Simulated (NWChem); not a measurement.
Molecule: disiloxane (Si₂H₆O); SMILES [SiH3]O[SiH3]

```xyz
9

Si     0.0133     1.5954    -0.0526
O      0.2308     0.0006     0.3343
Si     0.0195    -1.5953    -0.0516
H     -1.4435     1.9073    -0.1725
H      0.6110     2.4295     1.0275
H      0.6817     1.9111    -1.3516
H      0.6891    -1.9093    -1.3503
H     -1.4361    -1.9129    -0.1713
H      0.6204    -2.4264     1.0290
```
Atoms are numbered in this order, from 1.

Program: NWChem. Geometry optimised at PBE0/def2-SVP; all other runs use it. 

| quantity | level | value |
|---|---|---|
| −ε(HOMO) (eV) | PBE/def2-SVP | [?] |
| anisotropy (bohr³), static | PBE0/def2-SVPD | 10.6 |
| solvation free energy (kcal/mol) in n-hexane | PBE0/def2-SVP, SMD | -0.9 |
| vertical, lowest excitation, singlet (eV) | PBE0/def2-SVPD, TDA | [?] |
| dipole (D) | PBE0/def2-SVP | 0.39 |
| highest harmonic frequency (cm⁻¹) | PBE0/def2-SVP | [?] |

Q: What belongs in the gaps?

A: 
- −ε(HOMO) (eV), value: 7.13
- vertical, lowest excitation, singlet (eV), value: 6.97
- highest harmonic frequency (cm⁻¹), value: 2262
